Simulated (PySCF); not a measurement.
# C²⁺ (carbon, charge +2): PBE0 calculation

Configuration: [He] 2s1 3d1, high-spin 3D determinant (an excited configuration). Computed with PySCF 2.14 in aug-cc-pCVTZ-DK with one added diffuse shell each of s, p, d, f type (8s7p5d3f, 75 functions), with scalar relativity by spin-free X2C-1e.

```json
{
  "Total energy": "-35.3116 hartree",
  "One-electron energy": "-41.7242 hartree",
  "Hartree (Coulomb) energy": "10.5771 hartree",
  "Exchange-correlation energy": "-4.1645 hartree",
  "⟨S²⟩": "2.0000",
  "⟨L²⟩": "6.000",
  "Sum of ⟨r⟩": "5.020 bohr",
  "Sum of ⟨r²⟩": "13.90 bohr²",
  "Traceless quadrupole moment −½Σ⟨3z² − r²⟩ along its main axis": "3.36 e·bohr²",
  "Langevin diamagnetic susceptibility": "-11.0 ×10⁻⁶ cm³/mol"
}
```

```csv
shell,electrons,mean orbital energy (hartree),"rms radius, mean of both spins (bohr)"
1s α,1,-12.18244,0.312
1s β,1,-12.13260,0.312
2s α,1,-1.84504,1.40
3d α,1,-0.47645,3.43
```

The outer electron is Rydberg-like, and this basis confines it to a smaller radius and binds it less than a complete one would.
